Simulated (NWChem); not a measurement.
GeHBrCl2; SMILES [Br][GeH]([Cl])[Cl]

```xyz
5

Ge     0.4661    -0.4407     0.0000
Cl    -0.3613    -1.3838    -1.7334
Cl    -0.3613    -1.3838     1.7334
Br    -0.1318     1.7639     0.0000
H      1.9860    -0.5854     0.0000
```
Atoms are numbered in this order, from 1.

Structure relaxed at the PBE0/def2-SVP level.

Symmetry labels are those of Cs in the frame above (b1 and b2, or b-type labels, depend on it).

Q: List the 4 lowest vertical singlet excitations from B3LYP/def2-SVPD, TDA (NWChem).

A: 
```json
[
 {"state": "S1", "energy (eV)": "5.43", "oscillator strength": "0.006", "symmetry": "a\"", "leading excitation (squared amplitude)": "HOMO → LUMO (0.99)"},
 {"state": "S2", "energy (eV)": "5.55", "oscillator strength": "0.016", "symmetry": "a'", "leading excitation (squared amplitude)": "HOMO−1 → LUMO (0.97)"},
 {"state": "S3", "energy (eV)": "6.10", "oscillator strength": "0.026", "symmetry": "a\"", "leading excitation (squared amplitude)": "HOMO−3 → LUMO (0.96)"},
 {"state": "S4", "energy (eV)": "6.15", "oscillator strength": "0.045", "symmetry": "a'", "leading excitation (squared amplitude)": "HOMO−2 → LUMO (0.93)"}
]
```
